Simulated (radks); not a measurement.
Values are calculated unless marked as measured or tabulated.
Ionisation of neutral chromium, [Ar] 3d5 4s1, to Cr+, [Ar] 3d5, under several functionals. Scalar-relativistic Kohn-Sham, spin-unpolarised, spherical densities, point nucleus; a radial shooting solver on a logarithmic mesh with Libxc functionals.

[
 {"functional": "BP86", "E(Cr) (hartree)": "-1050.91581", "Exc (hartree)": "-49.00248", "IE (eV)": "7.077", "-e(HOMO) (eV)": "3.068", "<r> HOMO (bohr)": "1.517", "IE error (eV)": "+0.311"},
 {"functional": "B86b exchange with PBE correlation", "E(Cr) (hartree)": "-1050.79667", "Exc (hartree)": "-48.88445", "IE (eV)": "6.928", "-e(HOMO) (eV)": "2.935", "<r> HOMO (bohr)": "1.516", "IE error (eV)": "+0.162"},
 {"functional": "Wu-Cohen GGA", "E(Cr) (hartree)": "-1050.14259", "Exc (hartree)": "-48.21944", "IE (eV)": "6.842", "-e(HOMO) (eV)": "2.927", "<r> HOMO (bohr)": "1.513", "IE error (eV)": "+0.075"},
 {"functional": "exchange-only B88", "E(Cr) (hartree)": "-1049.75631", "Exc (hartree)": "-47.80486", "IE (eV)": "6.403", "-e(HOMO) (eV)": "2.222", "<r> HOMO (bohr)": "1.545", "IE error (eV)": "-0.364"},
 {"functional": "RPBE", "E(Cr) (hartree)": "-1050.71255", "Exc (hartree)": "-48.79920", "IE (eV)": "6.784", "-e(HOMO) (eV)": "2.847", "<r> HOMO (bohr)": "1.517", "IE error (eV)": "+0.017"},
 {"functional": "PBE", "E(Cr) (hartree)": "-1050.52796", "Exc (hartree)": "-48.60945", "IE (eV)": "6.901", "-e(HOMO) (eV)": "2.913", "<r> HOMO (bohr)": "1.517", "IE error (eV)": "+0.135"},
 {"functional": "exchange-only LDA", "E(Cr) (hartree)": "-1046.48970", "Exc (hartree)": "-44.46811", "IE (eV)": "6.280", "-e(HOMO) (eV)": "2.111", "<r> HOMO (bohr)": "1.547", "IE error (eV)": "-0.487"},
 {"functional": "PBEsol", "E(Cr) (hartree)": "-1049.45292", "Exc (hartree)": "-47.51052", "IE (eV)": "6.873", "-e(HOMO) (eV)": "2.929", "<r> HOMO (bohr)": "1.515", "IE error (eV)": "+0.107"},
 {"functional": "AM05", "E(Cr) (hartree)": "-1048.63204", "Exc (hartree)": "-46.67614", "IE (eV)": "6.823", "-e(HOMO) (eV)": "2.901", "<r> HOMO (bohr)": "1.512", "IE error (eV)": "+0.056"}
]

NIST Atomic Spectra Database: 6.767 eV (measured). Closest: RPBE. The Delta-SCF values span 0.80 eV, the total energies 4.43 hartree. The highest occupied level is 3d. Spin polarisation and multiplet splitting are left out, so open shells lie too high by an amount that depends on their filling.

Beside tabulated values, note that spin-unpolarised runs miss the spin-polarisation part of the exchange energy of open shells.
